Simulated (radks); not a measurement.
Question: These are the eigenvalues of the occupied orbitals of an atom or ion with whole-number occupations (eV). All-electron calculation, Dirac Kohn-Sham, BLYP, spin-unpolarised, spherical densities, finite nucleus; Fermi nuclear charge, rms radius of each element as measured or else 0.836 A^(1/3) + 0.57 fm. Program: a radial shooting solver on a logarithmic mesh with Libxc functionals.

| orbital | eigenvalue |
|---|---|
| 1s1/2 | -1318.251 |
| 2s1/2 | -128.8797 |
| 2p1/2 | -96.4663 |
| 2p3/2 | -96.1410 |

Which element is it, and in what charge state? The configuration may be excited. Open shells, if any, fill j = l - 1/2 first.

Answer: Z = 12, magnesium, charge +3: Mg3+ in [He] 2s2 2p5. The list shows which subshells hold electrons but not how many an open one holds; the 1s level, -48.445 hartree, gives Z - s = 9.8 by -(Z - s)^2/2, which with screening and relativity narrows Z to a few neighbours, and the depths of the outer levels then fix element, charge and occupations together.
